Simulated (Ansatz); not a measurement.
This triplet is an excited state, 1.60 eV above the relaxed singlet at the level frozen-core CCSD(T)/cc-pVTZ // PBE0-D3(BJ)/def2-SVP (Ansatz, an electronic-structure program).

A geometry relaxed with PBE0-D3(BJ)/def2-SVP (Ansatz), charge 0, multiplicity 3:

```xyz
7

H     -1.3473    -0.0067     1.0519
H     -1.0063     1.1458    -0.2847
S      2.2579    -0.4630     0.5778
H      2.7667     0.4622    -0.2737
C     -1.1304     0.0835    -0.0235
H     -1.9796    -0.3245    -0.5918
Si     0.4391    -0.8973    -0.4560
```

Write the SMILES of this molecule.

`C[Si]S`
